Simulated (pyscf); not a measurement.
# HO–Ge(OH)(OH)–OH, singlet

Gas-phase minimum from PySCF at ωB97X-D3(BJ)/def2-SVP, one conformer. 

SMILES: [OH][Ge]([OH])([OH])[OH]
```xyz
9

O     -0.1565     0.9509    -2.4221
Ge    -0.4049     0.1929    -0.8570
O     -0.3671    -1.5408    -1.1386
O      0.8168     0.5241     0.3609
O     -1.9125     0.8379    -0.2269
H      0.3873     0.4089    -3.0065
H     -0.1024    -2.0321    -0.3515
H      0.6198     1.3222     0.8661
H     -2.5366     1.0595    -0.9285
```

Bond lengths (Å): O1–Ge2 1.757, O1–H6 0.965, Ge2–O3 1.757, Ge2–O4 1.757, Ge2–O5 1.757, O3–H7 0.965, O4–H8 0.965, O5–H9 0.965. Angles (°): Ge2–O1–H6 112.2, O1–Ge2–O3 106.3, O1–Ge2–O4 116.0, O1–Ge2–O5 106.4, O3–Ge2–O4 106.4, O3–Ge2–O5 116.0, O4–Ge2–O5 106.2, Ge2–O3–H7 112.2, Ge2–O4–H8 112.1, Ge2–O5–H9 112.2.

Properties at ωB97X-D3(BJ)/def2-SVP:

| Item | Result |
|---|---|
| Harmonic wavenumbers, unscaled | 155, 173, 223, 224, 229, 272, 285, 285, 343, 720, 762, 776, 777, 883, 905, 919, 919, 3904, 3904, 3905, 3908 cm⁻¹ |
| Zero-point energy | 35.0 kcal/mol |
| Rotational symmetry number | 2 |
| Entropy of this conformer at 298 K and 1 atm, rigid rotor and harmonic oscillator, modes under 100 cm⁻¹ raised to 100 | 350.9 J/(mol K) |
| Dipole moment | 0.03 D |

Single-point totals, which compare only within one level:

| level | total energy (hartree) |
|---|---|
| ωB97X-D3(BJ)/def2-TZVP | -2380.56453 |
| PBE/def2-TZVP | -2379.93167 |
| r²SCAN/def2-TZVP | -2380.41328 |
| B3LYP-D3(BJ)/def2-TZVP | -2380.61751 |
| PBE0-D3(BJ)/def2-TZVP | -2379.98704 |
| M06-2X/def2-TZVP | -2380.47326 |
| ωB97M-D3(BJ)/def2-TZVP | -2380.64966 |

Soft torsions are taken as harmonic, which can shift the entropy by several J/(mol K). Elements up to Kr have no core potential and no relativistic terms here.
